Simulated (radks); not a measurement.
Values are calculated unless marked as measured or tabulated.
Spin polarisation of the 4d2 shell in neutral zirconium. Start: [Kr] 4d(up 1, down 1) 5s2; electrons of 4d are moved from spin down to spin up, other shells keep equal spins. Code: a radial shooting solver on a logarithmic mesh with Libxc functionals. Model: scalar-relativistic Kohn-Sham, r2SCAN, spin-polarised, spherical densities, finite nucleus; meta-GGA in the generalised Kohn-Sham scheme; Fermi nuclear charge, rms radius of each element as measured or else 0.836 A^(1/3) + 0.57 fm.

\begin{tabular}{lrrrrr}
moment (Bohr magnetons) & E - E(0) (eV) & e(4d up) (eV) & e(4d down) (eV) & 5s down minus up (eV) & 4p down minus up (eV) \\ \hline
0 & 0.000 & -3.484 & -3.484 & 0.000 & 0.000 \\
0.5 & -0.052 & -3.682 & -3.265 & 0.167 & 0.353 \\
1 & -0.209 & -3.863 & -3.023 & 0.345 & 0.707 \\
1.5 & -0.472 & -4.027 & -2.763 & 0.539 & 1.062 \\
2 & -0.840 & -4.169 & -2.494 & 0.754 & 1.416 \\
\end{tabular}

At moment 2 the spin-polarisation energy is -0.840 eV and the 4d exchange splitting 1.675 eV, that is 0.837 eV per Bohr magneton; E = -I m^2/4 would give I = 0.840 eV.
